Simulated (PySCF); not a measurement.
C2HBN2O2, SMILES O=C=NBN=C=O. Geometry: PBE-D3(BJ)/def2-SVP. The structure was generated by enumeration, and PubChem lists no compound with its InChIKey, so it may never have been made. The values are those of a single conformer.

Computed equilibrium geometry at PBE-D3(BJ)/def2-SVP (PySCF confirms it by a frequency run) as Cartesian coordinates in Å, and its point group (one conformer of several):
point group C2v.
```xyz
8

B      0.0000     0.0000    -0.8064
H      0.0000     0.0000    -2.0232
N      0.0000     1.2274    -0.0887
C      0.0000     2.4237     0.1106
O      0.0000     3.5731     0.3731
N      0.0000    -1.2274    -0.0887
C      0.0000    -2.4237     0.1106
O      0.0000    -3.5731     0.3731
```
Charge 0, spin multiplicity 1.
